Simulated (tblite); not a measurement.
Compound: C8H12BN.
Numbering: `[CH2:1]=[C:2]([BH2-:3][N+:4]#[C:5][CH3:6])[CH2:7][C:8]#[C:9][CH3:10]` (hydrogens: H11, H12 on C1; H13, H14 on B3; H15, H16, H17 on C6; H18, H19 on C7; H20, H21, H22 on C10)
Bond orders are those of one Lewis drawing.

Computed with GFN2-xTB (tblite), gas phase: L-BFGS steps from a force-field or distance-geometry start until the largest atomic force falls under 0.01 eV/Å.

Geometry at step 11:
```
atom  x, y, z in Å
C1     -0.7628   -1.0127    1.6527
C2      0.0129   -1.0700    0.5778
B3     -0.5642   -0.8503   -0.9363
N4     -1.8563   -0.1468   -0.8187
C5     -2.8345    0.4050   -0.5641
C6     -4.0823    1.0701   -0.3162
C7      1.4851   -1.4139    0.7524
C8      2.3498   -0.3745    0.2202
C9      3.0157    0.5174   -0.2202
C10     3.8394    1.5683   -0.7868
H11    -1.8188   -0.7937    1.5813
H12    -0.4113   -1.1860    2.6604
H13     0.1011   -0.1333   -1.6183
H14    -0.8410   -1.8794   -1.4797
H15    -4.1133    1.4402    0.7117
H16    -4.2000    1.9041   -1.0118
H17    -4.9076    0.3699   -0.4635
H18     1.7222   -2.3532    0.2339
H19     1.7173   -1.5434    1.8184
H20     3.3349    1.9850   -1.6613
H21     3.9965    2.3590   -0.0509
H22     4.8070    1.1577   -1.0835
```

Question: Give the atomic forces at this geometry.

Answer: 
| atom | Fx (eV/Å) | Fy (eV/Å) | Fz (eV/Å) |
| --- | --- | --- | --- |
| C1 | 0.061 | -0.002 | -0.047 |
| C2 | -0.080 | -0.066 | -0.048 |
| B3 | -0.075 | 0.063 | 0.058 |
| N4 | 0.006 | 0.071 | 0.130 |
| C5 | 0.026 | -0.070 | -0.065 |
| C6 | 0.037 | -0.051 | -0.038 |
| C7 | -0.098 | 0.084 | -0.054 |
| C8 | -0.217 | -0.097 | 0.024 |
| C9 | 0.092 | 0.092 | -0.064 |
| C10 | -0.043 | -0.065 | 0.042 |
| H11 | 0.014 | -0.010 | 0.043 |
| H12 | 0.091 | -0.004 | 0.003 |
| H13 | 0.088 | -0.061 | 0.073 |
| H14 | 0.111 | -0.013 | 0.055 |
| H15 | 0.048 | -0.007 | -0.112 |
| H16 | 0.021 | -0.022 | 0.086 |
| H17 | 0.046 | 0.017 | 0.010 |
| H18 | -0.131 | 0.094 | 0.003 |
| H19 | -0.056 | -0.029 | -0.065 |
| H20 | 0.103 | 0.008 | 0.042 |
| H21 | 0.010 | -0.015 | -0.056 |
| H22 | -0.053 | 0.080 | -0.019 |

The largest, 0.24 eV/Å, acts on C8; the rms over all components is 0.068 eV/Å. The forces sum to zero within rounding, as they must for an isolated molecule in no field.

Question: Give the force on C8 in Eh/bohr and in nN.

Answer: 0.239 eV/Å ÷ 51.422 = 0.00465 Eh/bohr, and 0.239 eV/Å × 1.602 = 0.38 nN.

Question: How far is this geometry from the end of the optimisation?

Answer: 0.050 eV above it, and 0.207 Å rms away after alignment. The bonds farthest from their final lengths, with half the difference of the two atoms' forces along the bond (positive lengthens):

```json
{"bond": "C2–B3", "now (Å)": "1.635", "final (Å)": "1.617", "force along bond (eV/Å)": "-0.04"}
{"bond": "B3–N4", "now (Å)": "1.476", "final (Å)": "1.463", "force along bond (eV/Å)": "-0.03"}
{"bond": "C2–C7", "now (Å)": "1.522", "final (Å)": "1.513", "force along bond (eV/Å)": "-0.03"}
{"bond": "C7–H18", "now (Å)": "1.099", "final (Å)": "1.094", "force along bond (eV/Å)": "-0.02"}
{"bond": "C5–C6", "now (Å)": "1.436", "final (Å)": "1.432", "force along bond (eV/Å)": "0.00"}
{"bond": "C7–H19", "now (Å)": "1.099", "final (Å)": "1.096", "force along bond (eV/Å)": "+0.01"}
```

The angle farthest from its final value is B3–C2–C7, 118.6° against 114.1°.

Of the 2 listed bonds off by 0.010 Å or more, this force points towards the final length in 2.

What follows is the cost of the whole relaxation. The run took 1.3 s wall on one thread of an Arm Neoverse N1, on a shared host.
